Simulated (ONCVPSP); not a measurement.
Pseudopotential generation for Ni: ONCV, PBEsol, scalar-relativistic.

ONCVPSP 4.0.1 input, shortened (lines: element, Z, core and valence counts, functional; n l f; lmax; l rc ep ncon nbas qcut; lloc lpopt rc5 dvloc0; l nproj debl; icmod fcfact rcfact), PBEsol, scalar-relativistic:

```
  Ni 28.00    4    3  -116133      upf
    1    0    2.00
    2    0    2.00
    2    1    6.00
    3    0    2.00
    3    1    6.00
    3    2    8.00
    4    0    2.00
    2
    0    2.20    0.00    3    7    3.10
    1    1.00    0.00    3    7   13.50
    2    1.00    0.00    4    9   16.90
    4    5    0.80    0.00
    0    1    3.70
    1    1    3.20
    2    3    2.00
    0    0.00    0.00
```

Poles of the logarithmic derivatives, all-electron (AE) and pseudo (PS). s: poles at 1.2 (AE) and 1.0, 3.3 (PS) Ha. p: poles at -0.2 (AE) and -0.2 (PS) Ha. d: poles at 1.9 (AE) and 1.9 (PS) Ha. Test radii: s 2.23, p 1.01, d 1.01 bohr.

- Cutoffs needed: 102 Ha and 116 Ha (the cutoffs (Ha) at which the residual kinetic energy of the hardest occupied pseudo-wave falls to 1 and 0.1 mHa per electron)
- Ghost test: ghosts flagged at negative energy: s at -222.3 eV; no localised positive-energy state flagged; a true bound ghost makes a file unfit for plane-wave use
- Largest excitation error: -44 meV (all-electron minus pseudo) for 3p6 3d8 4s0, out of 4 test configurations
